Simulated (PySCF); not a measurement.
Spectrum to structure. Theory: PySCF 2.14.0, density-fitted response routines, TDDFT wB97X-D/def2-SVPD, vertical, gas phase, core orbitals frozen in the response. Geometries: GFN2-xTB, one conformer each.

```
state  E (eV)  λ (nm)       f
   S1    5.87   211.4   0.014
   S2    6.02   206.0   0.011
   S3    6.20   199.9  0.0007
   S4    6.24   198.6   0.011
   S5    6.62   187.2   0.035
   S6    6.70   185.1  0.0070
   S7    7.05   175.9  0.0051
   S8    7.29   170.2   0.020
```

Orbital energies (eV): HOMO-3 -11.05, HOMO-2 -10.16, HOMO-1 -8.79, HOMO -8.41, LUMO 1.60, LUMO+1 2.06, LUMO+2 2.11.

Question: Which candidate is it?
A. `CN1CC[SiH2]S[SiH2]1`
B. `[Si@@]1(C#C)(CC[SiH2]1)N`
C. `C#C[Si@]1([SiH3])CCN1`

Answer: A. Its S1, at 5.87 eV, is the highest among the candidates; the nearest of the others has S1 at 5.36 eV. S1 is HOMO→LUMO (83%). Löwdin shares by element: HOMO nitrogen 50%, carbon 16% or more, sulfur 7% (atoms not listed hold the other 27%); LUMO silicon 36%, sulfur 14%, hydrogen 7% or more (atoms not listed hold the other 43%). At the same level the other candidates give, for their lowest levels:
- `C#C[Si@]1([SiH3])CCN1`: 5.00 eV (f 0.013); 5.66 eV (f 0.010); 5.80 eV (f 0.008); 6.15 eV (f 0.006); 6.38 eV (f 0.005); T1 4.64 eV; HOMO -8.52, LUMO 0.88 eV
- `C#C[Si@@]1(N)CC[SiH2]1`: 5.36 eV (f 0.027); 6.03 eV (f 0.003); 6.12 eV (f 0.031); 6.28 eV (f 0.080); 6.35 eV (f 0.043); T1 4.77 eV; HOMO -8.73, LUMO 1.07 eV
Triplets come from the Tamm–Dancoff approximation.

Without π bonds the low states are Rydberg-like; a valence basis with one diffuse set may place them up to an eV too high.
